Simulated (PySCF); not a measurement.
A side-by-side comparison of computed properties.

First species: C3H10OSSi2.
SMILES: `S=C(C)O[SiH2]C[SiH3]`

Second species: C4H8ClNSi2.
SMILES: `C=C(C#N)[Si@](C)([SiH3])Cl`

Levels: B3LYP/def2-SVPD for dipole moment, HOMO energy, LUMO energy, HOMO–LUMO gap, static isotropic polarisability and electronic spatial extent ⟨r²⟩ about the centre of nuclear charge; TDDFT B3LYP/def2-SVPD for lowest singlet excitation; TDA B3LYP/def2-SVPD for lowest triplet excitation (Tamm–Dancoff); GFN2-xTB for rotational constant A and rotational constant C. Geometries: GFN2-xTB. Each species is one conformer at its optimised geometry, gas phase, non-relativistic unless stated. Electronic properties by PySCF.

The conformers computed, where there is a choice (atom-mapped SMILES and torsion angles):
- `[CH3:1][C:2](=[S:3])[O:4][SiH2:5][CH2:6][SiH3:7]`: C1–C2–O4–Si5 177°, C2–O4–Si5–C6 179°, O4–Si5–C6–Si7 37°
- `[CH2:1]=[C:2]([C:3]#[N:4])[Si@:5]([CH3:6])([SiH3:7])[Cl:8]`: C1–C2–Si5–C6 -124°

(1) Which of the two has the higher ⟨r²⟩, and by how much?

(2) Which has the higher T1 energy?

(3) Which of the two has the higher LUMO energy, and by how much?

(4) Which has the higher HOMO energy?

(5) Which of the two has the higher rotational constant C, and by how much?

(6) Which has the higher S1 energy?

(7) Which has the higher HOMO–LUMO gap?

(8) Which has the higher static isotropic polarisability?

Answers

(1) The first: 1817 bohr² against 1731 bohr², a difference of 86 bohr².

(2) The second: 3.65 eV against 2.95 eV, a difference of 0.70 eV.

(3) The first: -1.71 eV against -2.11 eV, a difference of 0.40 eV.

(4) The first: -6.40 eV against -8.02 eV, a difference of 1.62 eV.

(5) The second: 0.737 GHz against 0.619 GHz, a difference of 0.118 GHz.

(6) The second: 5.30 eV against 3.31 eV, a difference of 1.99 eV.

(7) The second: 5.91 eV against 4.69 eV, a difference of 1.22 eV.

(8) The second: 121.1 au against 115.3 au, a difference of 5.8 au.

On the first: The vertical singlet–triplet gap S1 − T1 is 0.36 eV (TDDFT singlet less Tamm–Dancoff triplet; S1: HOMO→LUMO, weight 1.00; T1: HOMO→LUMO, weight 0.99).

On the second: S1 lies 0.61 eV below the HOMO–LUMO gap; its leading configuration is HOMO−1→LUMO, weight 0.55, beside HOMO→LUMO, weight 0.30.
